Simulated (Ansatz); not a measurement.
Cost and result for the atomization energy of H₇OPSi₂ (`OP([SiH3])[SiH3]`) (11 atoms, 10 bonds).

Z-matrix (Å, degrees):
```
Si
P 1 2.255
H 1 1.488 2 106.7
H 1 1.487 2 112.9 3 -120.6
H 1 1.486 2 109.0 3 118.0
Si 2 2.256 1 96.1 3 68.4
O 2 1.679 1 99.8 3 169.5
H 6 1.486 2 108.9 1 172.7
H 6 1.487 2 113.0 1 51.3
H 6 1.488 2 106.7 1 -69.3
H 7 0.961 2 109.0 1 131.3
```

Charge 0, multiplicity 1. The structure was optimised at the PBE0-D4/def2-TZVP level. It is one conformer, not always the lowest. Program: Ansatz. All runs use 4 threads of an Arm Neoverse V2 on a shared host. Times are those of one run each, without the atoms' runs, and a repeat can differ threefold. Electronic energies, without spin–orbit coupling; frozen cores. CCSD(T)/CBS adds CCSD(T) − MP2 in def2-TZVPP to the MP2 limit, and its time is that of the two runs behind it. T1 = 0.014. B3LYP takes the VWN-RPA correlation (the form of Gaussian; ORCA's B3LYP/G).

CCSD(T)/CBS is a level of theory with its own doubt, some kJ/mol a heavy atom from the limit and from the frozen cores, so smaller differences don't rank the functionals.

| level | functions | wall time |
| --- | --- | --- |
| PBE-D4/def2-TZVPP (with forces) | 255 | 2.3 s |
| PBE0-D4/def2-TZVPP | 255 | 2.9 s |
| B3LYP-D4/def2-TZVPP (with forces) | 255 | 4.3 s |
| r2SCAN-D4/def2-TZVPP (with forces) | 255 | 4.5 s |
| B2PLYP/def2-TZVPP | 255 | 4.7 s |
| ωB97X-V/def2-TZVPP | 255 | 7.5 s |
| ωB97M-V/def2-TZVPP (with forces) | 255 | 11 s |
| MP2/def2-QZVPP | 477 | 18 s |
| CCSD(T)/def2-TZVPP | 255 | 96 s |
| CCSD(T)/CBS(def2) | – | 110 s |

Q: What atomization energy does each give, and how far from CCSD(T)/CBS? (An estimate is asked.)

A: The calculation gave: 
| level | atomization (kJ/mol) | difference from CCSD(T)/CBS | per bond |
| --- | --- | --- | --- |
| PBE-D4/def2-TZVPP (with forces) | 3272.7 | -8.9 | -0.9 |
| PBE0-D4/def2-TZVPP | 3234.0 | -47.6 | -4.8 |
| B3LYP-D4/def2-TZVPP (with forces) | 3281.7 | 0.1 | 0.0 |
| r2SCAN-D4/def2-TZVPP (with forces) | 3272.3 | -9.3 | -0.9 |
| B2PLYP/def2-TZVPP | 3220.6 | -61.0 | -6.1 |
| ωB97X-V/def2-TZVPP | 3317.8 | 36.2 | 3.6 |
| ωB97M-V/def2-TZVPP (with forces) | 3292.8 | 11.2 | 1.1 |
| MP2/def2-QZVPP | 3225.9 | -55.7 | -5.6 |
| CCSD(T)/def2-TZVPP | 3174.5 | -107.1 | -10.7 |
| CCSD(T)/CBS(def2) | 3281.6 | 0.0 | 0.0 |

From PBE to PBE0 (25 % exact exchange), in def2-TZVPP and without D4, the atomization energy moves by −34.7 kJ/mol: exact exchange takes away binding that semilocal exchange gives to molecules. The D4 term adds +44.8 kJ/mol with B3LYP and +23.5 kJ/mol with PBE0; it sums over pairs of atoms, weighted by their polarisabilities, and B3LYP, whose exchange is more repulsive, gets the larger term. In def2-TZVPP, CCSD(T) changes the Hartree–Fock value by +834.7 kJ/mol (the triples alone add +41.4 kJ/mol) and MP2 by +822.1 kJ/mol; breaking electron pairs costs correlation energy, which Hartree–Fock lacks.
